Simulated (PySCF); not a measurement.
**C₆ coefficients of unlike pairs at BLYP**

Calculated with PySCF 2.14 from the dipole response of each species, C₆(A,B) = (3/π) ∫ α_A(iu) α_B(iu) du, in atomic units, from isotropic polarisabilities. For ions this is the dispersion term alone; charge-induced terms of lower order in 1/R come first.

```
species           configuration                                                                             basis      relativity  α (bohr³)  C₆ (like pair)
   Xe²⁺  [Kr] 4d10 5s2 5p4 (3P)                                       aug-cc-pV5Z-PP with ECP28MDF (8s8p6d4f3g2h)  core potential      12.87           90.91
      N       [He] 2s2 2p3 (4S)  aug-cc-pVQZ with one added diffuse shell each of s, p, d, f, g type (7s6p5d4f3g)            none      8.331           28.45
   Xe³⁺  [Kr] 4d10 5s2 5p3 (4S)                                         aug-cc-pVQZ-PP with ECP28MDF (7s7p5d3f2g)  core potential      9.391           53.86
   Re³⁺      [Xe] 4f14 5d4 (5D)              def2-QZVPPD with the def2 core potential (60 electrons) (7s6p4d4f2g)  core potential      7.518           39.32
```

(1) Estimate C₆ for Re³⁺ with Xe²⁺.

No spin-orbit coupling is included.

The other pairs:

| pair | C₆ |
| --- | --- |
| N, Xe²⁺ | 50.50 |
| Re³⁺, Xe³⁺ | 45.77 |
| Xe³⁺, N | 38.61 |
| Xe³⁺, Xe²⁺ | 69.88 |
| Re³⁺, N | 32.37 |

Results:

(1) The integral gives 59.12. The combination rule 2 C_A C_B / (C_A α_B/α_A + C_B α_A/α_B) gives 59.37 and the geometric mean 59.79.
